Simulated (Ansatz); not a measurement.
Species: C8H20Sn, SMILES `C[CH2][Sn]([CH2]C)([CH2]C)[CH2]C` (charge 0, multiplicity 1).

Question: Give a relaxed geometry from r2SCAN-D4/def2-SVP in Ansatz (a quantum-chemistry and plane-wave program).

Answer: Several could match; the one computed here: the end point of this relaxation, one of several conformers (outside a Z-matrix the atoms follow the SMILES, hydrogens last).
Cartesian coordinates (Å) in one orientation:
```xyz
29

C      2.646    -0.262    -1.615
C      2.000     0.645    -0.569
Sn    -0.004    -0.002    -0.007
C     -1.361     0.194    -1.701
C     -2.810    -0.128    -1.343
C     -0.764     1.237     1.617
C     -0.932     2.702     1.218
C      0.110    -2.084     0.628
C      1.109    -2.306     1.761
H      3.661     0.076    -1.889
H      2.057    -0.298    -2.547
H      2.739    -1.300    -1.255
H      2.608     0.683     0.351
H      1.929     1.683    -0.937
H     -0.996    -0.467    -2.506
H     -1.269     1.226    -2.084
H     -3.195     0.538    -0.553
H     -3.487    -0.022    -2.210
H     -2.922    -1.162    -0.974
H     -0.071     1.138     2.471
H     -1.724     0.804     1.947
H     -1.635     2.819     0.375
H     -1.321     3.318     2.048
H      0.023     3.154     0.904
H     -0.903    -2.404     0.926
H      0.377    -2.688    -0.258
H      0.846    -1.723     2.660
H      2.131    -2.006     1.472
H      1.161    -3.365     2.069
```
